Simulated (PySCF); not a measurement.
CuF, SMILES [F][Cu] (connectivity only; charge and spin as stated), charge +1, multiplicity 2. Atoms are numbered in the order given.

```xyz
2

Cu     0.0000     0.0000    -0.3997
F      0.0000     0.0000     1.2880
```
Charge +1, spin multiplicity 2.

The structure is a stationary point at PBE0-D3(BJ)/def2-TZVPD. The spin state was assumed, not searched.

Level of theory: PBE0-D3(BJ)/def2-TZVPD run with PySCF.

Frequencies are harmonic and unscaled.

```csv
mode,ν (cm⁻¹),IR (km/mol),moving atoms (share of kinetic energy)
1,699,4.9,"F 77 %, Cu 23 %"
```
